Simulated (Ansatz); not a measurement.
Molecule: BaF (charge 0, doublet). 
Coordinates optimised at B3LYP-D3(BJ)/def2-TZVP (Ansatz, a program for electronic structure):
SMILES: [F][Ba]
```xyz
2

Ba     0.0000     0.0000    -0.3002
F      0.0000     0.0000     1.8681
```
Charge 0, spin multiplicity 2.

Quantity: vertical electron affinity (to the singlet state of charge -1; a negative value means that the extra electron is unbound and the number depends on the basis; each state is the SCF solution reached for its spin; for the singlet the Hartree-Fock reference is unstable and T1 is 0.021), in eV. Valence correlation only, unless marked. UHF or UKS for open shells. No spin-orbit coupling. The frozen core is the preceding noble-gas configuration, with the filled d and f shells of earlier blocks. The outer core of K, Ca and their heavier congeners is not correlated, a term that matters for these elements. Past Kr the def2 sets carry scalar-relativistic core potentials. Anions need diffuse functions: def2-D sets add few. CBS marks a two-point X^-3 extrapolation of the correlation energy; Hartree-Fock from the larger set.

| level | program | vertical electron affinity (eV) |
|---|---|---|
| PBE/def2-TZVPD | Ansatz | 0.73 |
| B3LYP/def2-TZVPD | Ansatz | 0.73 |
| PBE0/def2-TZVPD | Ansatz | 0.69 |
| wB97M-V/def2-TZVPD | Ansatz | 0.69 |
| CCSD/def2-TZVPPD | Ansatz | 0.67 |
| CCSD/def2-QZVPPD | Ansatz | 0.71 |
| CCSD/CBS(def2-TZVPPD,def2-QZVPPD) | Ansatz | 0.68 |
| CCSD(T)/def2-TZVPPD | Ansatz | 0.68 |
| CCSD(T)/CBS(def2-TZVPPD,def2-QZVPPD) | Ansatz | 0.70 |
